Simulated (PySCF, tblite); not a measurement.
Isomers of C8H8NP, one GFN2-xTB conformer each. Single-point energies are computed at PBE0/pcSseg-1 (PySCF, gas phase, no added dispersion term), electronic only.

| SMILES | GFN2-xTB relative energy (kcal/mol) |
| --- | --- |
| Cc1cpcc(C)c1C#N | 0.0 |
| C#Cc1ncc(C)c(C)p1 | 22.4 |

What does PBE0/pcSseg-1 give for the same structures?

```json
{"SMILES": "Cc1cpcc(C)c1C#N", "PBE0/pcSseg-1 E (Eh)": "-705.13052", "PBE0/pcSseg-1 (kcal/mol)": "0.0", "GFN2-xTB (kcal/mol)": "0.0", "point group": "C2v"}
{"SMILES": "C#Cc1ncc(C)c(C)p1", "PBE0/pcSseg-1 E (Eh)": "-705.06239", "PBE0/pcSseg-1 (kcal/mol)": "42.8", "GFN2-xTB (kcal/mol)": "22.4", "point group": "Cs"}
```

Both levels put the same isomer lowest. As drawn, the lower has a C≡N group, which the higher lacks; the higher has a C≡C bond, which the lower lacks.

Which frontier levels, dipoles and rotational constants go with these structures?

```csv
SMILES,"HOMO (eV, PBE0/pcSseg-1)",LUMO (eV),dipole (D),"A, B, C (MHz)"
Cc1cpcc(C)c1C#N,-7.44,-2.40,2.15,"1740, 1067, 667.0"
C#Cc1ncc(C)c(C)p1,-6.89,-1.95,3.09,"2467, 834.4, 628.4"
```

What happens when harmonic zero-point energies from GFN2-xTB frequencies are added?

| SMILES | ZPE (kcal/mol) | electronic (kcal/mol) | with ZPE (kcal/mol) |
| --- | --- | --- | --- |
| Cc1cpcc(C)c1C#N | 84.6 | 0.0 | 0.0 |
| C#Cc1ncc(C)c(C)p1 | 83.7 | 42.8 | 41.8 |

The zero-point energies span 0.9 kcal/mol. The order is unchanged.
